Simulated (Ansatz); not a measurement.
Relaxation of Cl$_{3}$F$_{2}$H$_{3}$O$_{2}$W (11 atoms, charge 0, multiplicity 1), to a largest force component of 0.03 eV/Å in at most 50 steps.

Theory: Ansatz, RHF/def2-SVP.

```xyz
11
Properties=species:S:1:pos:R:3
W 0.332 0.249 -0.385
Cl -0.403 -0.424 3.100
Cl 2.452 0.166 -1.336
O 0.011 1.907 -1.053
H -0.347 2.778 -1.121
F -1.360 0.359 0.374
O 0.550 -1.344 0.435
H 0.417 -1.929 1.171
Cl -0.586 -0.758 -2.265
F 1.100 1.095 1.087
H 0.576 0.459 3.040
```

Problem. Where does it end, and by what steps?

Solution. The forces met the threshold. After 24 steps the energy has fallen by 0.426 eV; Cl2 moved furthest, 1.31 Å.

| step | energy less start (eV) | largest force component (eV/Å) | accepted |
| --- | --- | --- | --- |
| 0 | 0.0000 | 1.371 | yes |
| 1 | -0.2010 | 0.817 | yes |
| 2 | -0.2701 | 0.830 | yes |
| 3 | -0.3226 | 0.486 | yes |
| 4 | -0.3362 | 0.689 | yes |
| 5 | -0.3480 | 0.457 | yes |
| 6 | -0.3573 | 0.299 | yes |
| 7 | -0.3656 | 0.141 | yes |
| 8 | -0.3734 | 0.239 | yes |
| 9 | -0.3781 | 0.187 | yes |
| 10 | -0.3833 | 0.237 | yes |
| 11 | -0.3876 | 0.212 | yes |
| 12 | -0.3913 | 0.215 | yes |
| 13 | -0.3954 | 0.189 | yes |
| 14 | -0.3995 | 0.357 | yes |
| 15 | -0.4022 | 0.432 | yes |
| 16 | -0.4105 | 0.574 | yes |
| 17 | -0.4182 | 0.547 | yes |
| 18 | -0.4218 | 0.183 | yes |
| 19 | -0.4166 | 0.475 | no |
| 20 | -0.4250 | 0.076 | yes |
| 21 | -0.4252 | 0.033 | yes |
| 22 | -0.4252 | 0.034 | yes |
| 23 | -0.4252 | 0.081 | no |
| 24 | -0.4257 | 0.029 | yes |

```xyz
11
Properties=species:S:1:pos:R:3
W 0.075 0.228 -0.586
Cl 0.708 -0.759 3.701
Cl 2.378 0.121 -0.917
O 0.074 1.925 -1.261
H 0.215 2.828 -1.013
F -1.755 0.334 -0.308
O 0.166 -1.251 0.460
H 0.330 -1.533 1.356
Cl -0.347 -0.845 -2.562
F 0.305 1.141 1.071
H 0.593 0.367 3.105
```

Whether the end is a true minimum wasn't checked by a vibrational analysis.

Run time: 67 s on 4 threads of Arm Neoverse V2, with other jobs on the host, peak memory 0.52 GiB.
